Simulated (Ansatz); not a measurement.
Two isomers of CH5NO2Si: A = `N[SiH]1OCO1`, B = `O=CN[SiH2]O`.

Isolated molecules relaxed with PBE0-D4/def2-TZVP in Ansatz; ΔE leaves out vibrations. CBS: MP2 limit from def2 TZ/QZ plus the TZ coupled-cluster correction, frozen cores. Functionals use def2-TZVPP. B3LYP here is the variant with VWN-RPA as its local correlation; programs differ in this. One conformer a species, not always the lowest.

A:

Z-matrix (Å, degrees):
```
Si
O 1 1.670
C 1 2.163 2 41.2
N 1 1.680 2 118.3 3 -120.4
O 1 1.670 2 82.3 3 -2.5
H 1 1.478 2 115.8 3 112.6
H 3 1.095 1 126.9 2 -88.1
H 3 1.095 1 122.2 2 91.9
H 4 1.006 1 124.6 2 48.4
H 4 1.005 1 122.1 2 -131.4
```

B:

```xyz
10

O    -0.561    0.647    1.666
C     0.338   -0.151    1.494
N     0.635   -0.655    0.275
Si   -0.354   -0.130   -1.087
O    -0.355    1.496   -1.237
H     0.970   -0.512    2.325
H     1.428   -1.273    0.205
H     0.301   -0.694   -2.287
H    -1.716   -0.679   -0.897
H    -0.686    1.951   -0.457
```

Problem. Which isomer does CCSD(T)/CBS put lower? Give the gap. (Estimate.)

Solution. The calculation gave: A, by 22.2 kJ/mol.

Problem. Give E(B) − E(A) in kJ/mol with CCSD/def2-TZVPP, MP2/def2-TZVPP, PBE0-D4, CCSD(T)/def2-TZVPP, B3LYP-D4, r2SCAN-D4, B2PLYP. (An estimate is asked.)

Solution. The calculation gave: CCSD/def2-TZVPP 22.9, MP2/def2-TZVPP 21.5, PBE0-D4 18.5, CCSD(T)/def2-TZVPP 19.6, B3LYP-D4 3.9, r2SCAN-D4 12.7, B2PLYP 10.3. None reverses the order clearly.

Largest T1 diagnostic: 0.015.

From PBE to PBE0 (25 % exact exchange), in def2-TZVPP and without D4, E(B) − E(A) moves by +13.1 kJ/mol. In def2-TZVPP, CCSD(T) changes the Hartree–Fock value by +8.1 kJ/mol (the triples alone add −3.3 kJ/mol) and MP2 by +10.0 kJ/mol.
